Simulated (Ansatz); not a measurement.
Coupled-cluster run, `C[SiH](F)CS`.

```yaml
crystal:
  periodic: [false, false, false]
  atoms:
    - {symbol: C, position_ang: [-1.453103, -0.707580, 0.553257]}
    - {symbol: Si, position_ang: [0.276733, -0.090580, 0.778434]}
    - {symbol: F, position_ang: [0.230422, 1.394189, 1.394778]}
    - {symbol: C, position_ang: [1.209881, 0.027212, -0.836337]}
    - {symbol: S, position_ang: [0.438468, 1.211008, -1.975923]}
    - {symbol: H, position_ang: [-2.006985, -0.660801, 1.493576]}
    - {symbol: H, position_ang: [-1.444540, -1.748525, 0.218158]}
    - {symbol: H, position_ang: [-1.980827, -0.111569, -0.194210]}
    - {symbol: H, position_ang: [1.039564, -0.926125, 1.744270]}
    - {symbol: H, position_ang: [2.265293, 0.266606, -0.688084]}
    - {symbol: H, position_ang: [1.167232, -0.940416, -1.344968]}
    - {symbol: H, position_ang: [0.334762, 2.231380, -1.108852]}
basis:
  gaussian: {orbitals: def2-TZVPP}
correlation: {method: ccsd_t}
```

```sh
$ ansatz run in.yaml --threads 4 --pin off --events-out ev --progress --plain --max-ram 10444MiB
```

The program prints (abridged):

```
Functional definition: HF
1589 factors; integrals over basis functions are off by at most 1.2e-3 eV
mean field evaluation 1: about -23558.6189 eV, gradient 3.8e1 eV
mean field evaluation 2: about -23558.8742 eV, gradient 3.8e1 eV
mean field evaluation 4: about -23562.2941 eV, gradient 4.2e0 eV
mean field evaluation 8: about -23562.3590 eV, gradient 2.8e-1 eV
mean field evaluation 16: about -23562.3594 eV, gradient 1.4e-6 eV
mean field -23562.35941254 eV, -865.9007372699 hartree, gradient 1.4e-6 eV, S^2 0.000000; 0 other end points of the search recorded, 0 dependent functions left out
13 core orbitals not correlated: weight in the atoms' cores, before any rotation towards them, 1.000 or more for the frozen orbitals, at most 0.000 for the correlated occupied ones
reference -23562.35941254 eV, -865.9007372699 hartree; 16, 16 occupied and 246, 246 virtual orbitals, 1589 factors
second order -24.56888573 eV of doubles, -0.00000000 eV of singles
cycle   1  -25.34529738 eV  change   -7.8e-1 eV  update   1.0e-1
cycle   2  -25.91766550 eV  change   -5.7e-1 eV  update   2.9e-2
cycle   3  -26.03407887 eV  change   -1.2e-1 eV  update   1.4e-2
cycle   4  -26.02690060 eV  change    7.2e-3 eV  update   2.9e-3
cycle   5  -26.02550769 eV  change    1.4e-3 eV  update   1.1e-3
cycle   6  -26.02571430 eV  change   -2.1e-4 eV  update   3.1e-4
cycle   7  -26.02557157 eV  change    1.4e-4 eV  update   1.3e-4
cycle   8  -26.02552534 eV  change    4.6e-5 eV  update   4.5e-5
cycle   9  -26.02554032 eV  change   -1.5e-5 eV  update   1.9e-5
perturbative correction -0.97120408 eV, -0.0356910917 hartree
Total energy: -23589.35615694 eV, -866.8928493276 hartree
```

Hardware: 4 threads of an Arm Neoverse V1 on a shared host. Wall time 4.2 min, peak host memory 7.3 GiB.

Correlation energy per correlated electron: -0.844 eV. T1 diagnostic: 0.0107.
